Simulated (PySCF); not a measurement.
Isomers of C6H6S2, one GFN2-xTB conformer each. Single-point energies are computed at PBE0/pcSseg-1 (PySCF, gas phase, no added dispersion term), electronic only.

Question: Rank them by PBE0/pcSseg-1 energy, lowest first (kcal/mol).
A. `[SH:1][c:2]1[cH:3][cH:4][cH:5][cH:6][c:7]1[SH:8]` with H–S1–C2–C3 -2°, C6–C7–S8–H 173°
B. `[CH3:1][C:2](=[S:3])[c:4]1[cH:5][cH:6][cH:7][s:8]1` with C1–C2–C4–C5 180°

Answer: A (0.0), B (9.1).

As drawn, the lower has an S–H bond, which the higher lacks; the higher has a C=S bond, which the lower lacks. GFN2-xTB itself gives, in the same order: 0.0, 8.2. Both levels put the same isomer lowest.

Question: Which frontier levels, dipoles and rotational constants go with these structures?

Answer: 
| SMILES | HOMO (eV, PBE0/pcSseg-1) | LUMO (eV) | dipole (D) | A, B, C (MHz) |
| --- | --- | --- | --- | --- |
| Sc1ccccc1S | -6.33 | -0.51 | 1.97 | 1909, 1444, 822.1 |
| CC(=S)c1cccs1 | -6.30 | -2.65 | 3.33 | 2981, 1075, 793.8 |
